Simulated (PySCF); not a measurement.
This PySCF input asks for the NMR shieldings of SMILES F[SiH2]P[SiH2]C1CC1, C$_{3}$H$_{10}$FPSi$_{2}$; the geometry comes from GFN2-xTB.

```python
import basis_set_exchange as bse
import numpy as np
from pyscf import gto, dft
from pyscf.prop import nmr

atoms = """
F     3.343560    1.964765    0.284782
Si    3.287626    0.359303    0.172182
P     1.250782   -0.245432    0.822092
Si    0.003069    0.693166   -0.791811
C    -1.777054    0.150755   -0.492929
C    -2.082161   -1.213767    0.059993
C    -2.279585   -0.010245    0.915512
H     3.660383    0.105618   -1.214542
H     4.274967   -0.122818    1.128028
H     1.331641   -1.504927    0.256735
H     0.125167    2.146945   -0.647518
H     0.422771    0.296451   -2.146122
H    -2.499240    0.536030   -1.202694
H    -1.252364   -1.866262    0.293976
H    -2.951237   -1.736554   -0.312072
H    -3.286835    0.306896    1.141975
H    -1.578489    0.152105    1.722503
"""
names = dict.fromkeys(["F", "Si", "P", "C", "H"], "pcSseg-1")
basis = {el: gto.basis.parse(bse.get_basis(n, elements=[el], fmt="nwchem")) for el, n in names.items()}
mol = gto.M(atom=atoms, basis=basis, charge=0, verbose=0)
mf = dft.RKS(mol, xc="PBE0")
mf.grids.level = 2
mf.grids.alignment = dft.numint.BLKSIZE   # the property module wants whole blocks of grid points
mf.conv_tol = 1e-9
mf.kernel()

calc = nmr.RKS(mf)   # GIAO
C = mf.mo_coeff
Co = C[:, mf.mo_occ > 0]
resp = mf.gen_response(singlet=True, hermi=2)
def vind(x):   # induced exchange potential for any number of trial vectors
    d = np.einsum("pi,xij,qj->xpq", C, 2 * x.reshape(-1, C.shape[1], Co.shape[1]), Co, optimize=True)
    return np.einsum("xpq,pi,qj->xij", resp(d - d.transpose(0, 2, 1)), C, Co, optimize=True).ravel()
mo1, _ = nmr.rhf.solve_mo1(calc, with_cphf=vind)
sigma = calc.kernel(mo1)
for i, s in enumerate(sigma):   # ppm
    print("%2d %-2s %9.2f" % (i, mol.atom_pure_symbol(i), np.trace(s) / 3))
```

Question: Give the expected output.

Answer: 
```
 0 F     403.55
 1 Si    329.49
 2 P     643.82
 3 Si    388.77
 4 C     193.44
 5 C     183.81
 6 C     183.95
 7 H      25.83
 8 H      25.89
 9 H      31.97
10 H      27.03
11 H      26.76
12 H      31.76
13 H      31.68
14 H      31.01
15 H      30.99
16 H      30.94
```

These numbers come from an equivalent density-fitted implementation of the same equations, which agrees with the script to about 0.01 ppm for H and up to a few tenths of a ppm for heavy atoms, so last digits may differ.

Size and cost of the density-fitted run: 190 basis functions, 73 s wall time on 1 thread of an Arm Neoverse N1, shared host; peak memory 0.84 GiB.
